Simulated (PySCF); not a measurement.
A survey of 33S NMR shifts

- GFN2-xTB structure
- shielding tensors at PBE0/pcSseg-1 (GIAO)
- program: PySCF 2.14.0 with density-fitted response routines
- non-relativistic Hamiltonian, equivalent nuclei averaged, a single conformation, isolated molecule

Shieldings were converted by a linear fit to measured shifts: 33S: δ = 158.28 − 0.937σ (rms 33.3 ppm, 20 shifts vs sulfate, solution or neat liquid). A few per cent of atoms miss by over 2 rms, more outside the fitted compound classes.

(1) Give the 33S shifts of `C[C@@H](C#N)[C@@H]1CCSSC1`, `O=S(=O)(Cl)c1sccc1F`, `C[SiH2]S[C@]12C[C@H]1C2`.

(2) Order these by 33S shift, lowest first.
A. C#C[C@H]1C[SiH2][SiH2]CS1
B. [SiH3]S[C@H]1CC12CC2
C. CS[SiH2]C1=CCC1

Answers

(1) 
```csv
compound,environment,δ (ppm)
[CH3:1][C@@H:2]([C:3]#[N:4])[C@@H:5]1[CH2:6][CH2:7][S:8][S:9][CH2:10]1,S8: disulfide sulfur,-253
[CH3:1][C@@H:2]([C:3]#[N:4])[C@@H:5]1[CH2:6][CH2:7][S:8][S:9][CH2:10]1,S9: disulfide sulfur,-253
[O:1]=[S:2](=[O:3])([Cl:4])[c:5]1[s:6][cH:7][cH:8][c:9]1[F:10],S2: sulfonyl sulfur,-34
[O:1]=[S:2](=[O:3])([Cl:4])[c:5]1[s:6][cH:7][cH:8][c:9]1[F:10],S6: aromatic ring sulfur,-120
C[SiH2]S[C@]12C[C@H]1C2,"sulfur bonded to C, Si",-448
```

(2) C (-514 ppm, sulfur bonded to C, Si), B (-455 ppm, sulfur bonded to C, Si), A (-259 ppm, sulfide sulfur).
